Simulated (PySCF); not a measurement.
C4H7BF2, SMILES C/C(=C/B(C)F)F. Geometry optimised at B3LYP-D3(BJ)/def2-SVP. The structure was generated by enumeration; whether it is a known compound was not checked. Other conformers were not sampled.

Computed equilibrium geometry at B3LYP-D3(BJ)/def2-SVP (PySCF confirms it by a frequency run) as a Z-matrix (one conformer of several):
```
C
C 1 1.3461
F 2 1.3401 1 120.60
H 1 1.0941 2 114.47 3 179.98
C 2 1.4911 3 111.13 1 179.98
H 5 1.0971 2 111.47 3 179.95
H 5 1.1029 6 109.29 2 121.70
H 5 1.1029 6 109.29 7 116.60
B 1 1.5497 4 118.64 2 179.97
F 9 1.3402 1 119.52 4 179.91
C 9 1.5721 10 116.93 1 179.96
H 11 1.0998 9 114.26 10 179.55
H 11 1.1049 12 108.48 9 122.95
H 11 1.1051 12 108.40 13 114.30
```
Charge 0, spin multiplicity 1.
